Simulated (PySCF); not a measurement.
C2BrCl2F, SMILES F/C(Cl)=C(/Cl)Br. Heavy atoms are numbered as in [F:1]/[C:2]([Cl:3])=[C:4](/[Cl:5])[Br:6].

The structure is a stationary point at PBE0-D3(BJ)/def2-SVP. The structure was generated by enumeration; whether it is a known compound was not checked.

These are PBE/pcSseg-1 run with PySCF values and carry that method's errors.

GIAO shieldings, no solvent; atoms alike by connectivity are averaged. δ = σ(ref) − σ: ¹⁹F against CFCl3 (σ = 133.6 ppm); ¹³C against TMS (σ = 182.0 ppm); ³⁵Cl against HCl (σ = 936.5 ppm), references at their B3LYP-D3(BJ)/def2-TZVP geometries, non-relativistic (without spin–orbit terms, shifts of atoms bonded to Cl or Br come out too high).

Task: Estimate the chemical shifts. (The exact figures need the calculation; the answer reports its results.)

Result: 
```
nucleus  atoms  count  δ (ppm)
-------  -----  -----  -------
¹⁹F         F1      1    -89.5
¹³C         C2      1    156.6
¹³C         C4      1    121.5
³⁵Cl       Cl5      1    307.5
³⁵Cl       Cl3      1    298.4
```
